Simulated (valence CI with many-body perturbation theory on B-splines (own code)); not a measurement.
The numbers below are computed, except where a source is named.
## Basis-set convergence for Bi60+

Method: configuration interaction combined with many-body perturbation theory (CI+MBPT): five valence electrons over a frozen Dirac-Fock core [Ar], a basis of 7 s, 7 p, 8 d, 6 f, 4 g, 1 h functions for each j, with the one-electron correlation potential Σ1, the two-electron term Σ2, the three-electron term Σ3, Breit, model QED; selected CI, second order for the rest (own B-spline code, finite nucleus).

The last digits are not significant, and no measured levels were compared; by estimate large intervals hold to a few tenths of a per cent, small ones and those within an open d or f shell to about a per cent. Among the levels kept, up to 440 cm⁻¹ of a level comes from second order outside the variational space, and about a tenth of that is noise between levels of different J, which matters for small intervals. The list stops below the first excitations out of the core. Only levels of the ground parity were solved; by the run's estimate the other parity begins above the list, which can be wrong where configurations are misplaced.

The reference run has the lowest level (3d3/2^4 3d5/2) J=5/2 and an ionisation energy of 6358.49 eV. Its largest variational space holds 20000 state functions.

Levels are named by their leading jj configuration (3d3/2^4 stands for four electrons in 3d with j = 3/2), which in mixed levels can hold well under half, so a name can repeat and another be missing. Letters in brackets count levels of one name in rising energy.

Changed runs:
A. basis 6 s, 6 p, 5 d, 5 f, 1 g
B. basis 5 s, 5 p, 4 d, 4 f

Excitation energies of the reference run in cm⁻¹, and shifts in cm⁻¹:

| Level | Reference | A | B |
| --- | --- | --- | --- |
| (3d3/2^3 3d5/2^2) J=5/2 [a] | 872018 | -284 | -618 |
| (3d3/2^3 3d5/2^2) J=7/2 [a] | 975301 | -99 | +155 |
| (3d3/2^3 3d5/2^2) J=11/2 | 982672 | +16 | +231 |
| (3d3/2^3 3d5/2^2) J=3/2 [a] | 996896 | -109 | +89 |
| (3d3/2^3 3d5/2^2) J=9/2 | 1040510 | -15 | +606 |
| (3d3/2^3 3d5/2^2) J=5/2 [b] | 1080280 | +13 | +904 |
| (3d3/2^3 3d5/2^2) J=7/2 [b] | 1119000 | +55 | +986 |
| (3d3/2^3 3d5/2^2) J=1/2 | 1125770 | -3.6 | +928 |
| (3d3/2^3 3d5/2^2) J=3/2 [b] | 1296060 | +185 | +1492 |
| (3d3/2^2 3d5/2^3) J=5/2 [a] | 1836180 | -359 | -690 |
| (3d3/2^2 3d5/2^3) J=11/2 | 1917880 | -141 | -2.4 |
| (3d3/2^2 3d5/2^3) J=7/2 [a] | 1919280 | -253 | -26 |
| Ionisation energy (eV) | 6358.49 | -0.10 | -0.21 |
